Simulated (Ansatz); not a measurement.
BiH₂Cl. The state is a singlet with charge 0. Geometry relaxed at PBE0-D4/def2-TZVP.

Cartesian coordinates in Å:
```
Bi 0.652 -0.187 0.496
H 0.958 0.360 -1.183
H -0.278 1.314 0.801
Cl -1.331 -1.487 -0.115
```

In the def2 sets Bi takes a core potential; there is no spin–orbit coupling.

Q: Estimate the harmonic wavenumbers at RKS PBE0-D4/def2-TZVP (Ansatz, unscaled). Is this a minimum?

A: 330, 558, 573, 774, 1825, 1832 cm⁻¹. Yes, no mode is imaginary beyond noise. Zero-point energy 35.2 kJ/mol. Hardware: 4 threads of Arm Neoverse V2 on a shared host. Wall time 14 s.
